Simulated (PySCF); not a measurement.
## 29Si chemical shifts

Theoretical values (PySCF 2.14): structure optimised with GFN2-xTB, GIAO PBE0/pcSseg-1 shieldings. One conformer, relativity neglected, averaged over atoms made equivalent by symmetry, fast rotation or ring inversion, in vacuum.

Shieldings were converted by a linear fit to measured shifts: 29Si: δ = 279.94 − 0.822σ (rms 8.9 ppm, 72 shifts, 25.8 ppm with the 6 outliers that the fit left out vs TMS, solution or neat liquid). Occasional misses reach two or three times the rms, and more in compound classes unlike the fitted ones.

(1) Give the 29Si shifts of `C[Si@H](P)C#C[SiH3]`, `C[SiH2]O[C@H](CCl)O[SiH3]`, `CO[C@@H]1C[C@@H](CC#N)[SiH2][SiH2]1`, `CCO[C@@H]1C[C@@H](C#N)[SiH2][SiH2]1`, `F[SiH2][SiH2]C([SiH3])[SiH3]`, `FC(F)(F)[Si@H]([SiH3])C[SiH3]`, `F[Si@@H]([SiH3])[SiH2]C[SiH3]`.

(2) Order these by 29Si shift, lowest first.
A. C=C[C@@](F)(CC)[SiH2]O
B. CCC[SiH2]O/C=C/F
C. FC(F)(F)c1cnn([SiH3])n1

## Answers

(1) 
| compound | environment | δ (ppm) |
| --- | --- | --- |
| [CH3:1][Si@H:2]([PH2:3])[C:4]#[C:5][SiH3:6] | Si2: silicon bonded to 2 C, P, H | -47.8 |
| [CH3:1][Si@H:2]([PH2:3])[C:4]#[C:5][SiH3:6] | Si6: silicon bonded to C, 3 H | -88.7 |
| [CH3:1][SiH2:2][O:3][C@H:4]([CH2:5][Cl:6])[O:7][SiH3:8] | Si2: silicon bonded to C, O, 2 H | -16.3 |
| [CH3:1][SiH2:2][O:3][C@H:4]([CH2:5][Cl:6])[O:7][SiH3:8] | Si8: silicon bonded to O, 3 H | -45.6 |
| [CH3:1][O:2][C@@H:3]1[CH2:4][C@@H:5]([CH2:6][C:7]#[N:8])[SiH2:9][SiH2:10]1 | Si9: silicon bonded to C, Si, 2 H, in a 5-membered ring | -64.2 |
| [CH3:1][O:2][C@@H:3]1[CH2:4][C@@H:5]([CH2:6][C:7]#[N:8])[SiH2:9][SiH2:10]1 | Si10: silicon bonded to C, Si, 2 H, in a 5-membered ring | -67.6 |
| [CH3:1][CH2:2][O:3][C@@H:4]1[CH2:5][C@@H:6]([C:7]#[N:8])[SiH2:9][SiH2:10]1 | Si9: silicon bonded to C, Si, 2 H, in a 5-membered ring | -54.7 |
| [CH3:1][CH2:2][O:3][C@@H:4]1[CH2:5][C@@H:6]([C:7]#[N:8])[SiH2:9][SiH2:10]1 | Si10: silicon bonded to C, Si, 2 H, in a 5-membered ring | -57.9 |
| [F:1][SiH2:2][SiH2:3][CH:4]([SiH3:5])[SiH3:6] | Si2: silicon bonded to F, Si, 2 H | -0.4 |
| [F:1][SiH2:2][SiH2:3][CH:4]([SiH3:5])[SiH3:6] | Si5/6: silicon bonded to C, 3 H (×2) | -62.5 |
| [F:1][SiH2:2][SiH2:3][CH:4]([SiH3:5])[SiH3:6] | Si3: silicon bonded to C, Si, 2 H | -68.6 |
| [F:1][C:2]([F:3])([F:4])[Si@H:5]([SiH3:6])[CH2:7][SiH3:8] | Si5: silicon bonded to 2 C, Si, H | -36.5 |
| [F:1][C:2]([F:3])([F:4])[Si@H:5]([SiH3:6])[CH2:7][SiH3:8] | Si8: silicon bonded to C, 3 H | -67.5 |
| [F:1][C:2]([F:3])([F:4])[Si@H:5]([SiH3:6])[CH2:7][SiH3:8] | Si6: silicon bonded to Si, 3 H | -105.9 |
| [F:1][Si@@H:2]([SiH3:3])[SiH2:4][CH2:5][SiH3:6] | Si2: silicon bonded to F, 2 Si, H | 16.8 |
| [F:1][Si@@H:2]([SiH3:3])[SiH2:4][CH2:5][SiH3:6] | Si6: silicon bonded to C, 3 H | -64.7 |
| [F:1][Si@@H:2]([SiH3:3])[SiH2:4][CH2:5][SiH3:6] | Si4: silicon bonded to C, Si, 2 H | -68.3 |
| [F:1][Si@@H:2]([SiH3:3])[SiH2:4][CH2:5][SiH3:6] | Si3: silicon bonded to Si, 3 H | -99.4 |

(2) C (-40.0 ppm, silicon bonded to N, 3 H), A (-27.6 ppm, silicon bonded to C, O, 2 H), B (-17.2 ppm, silicon bonded to C, O, 2 H).
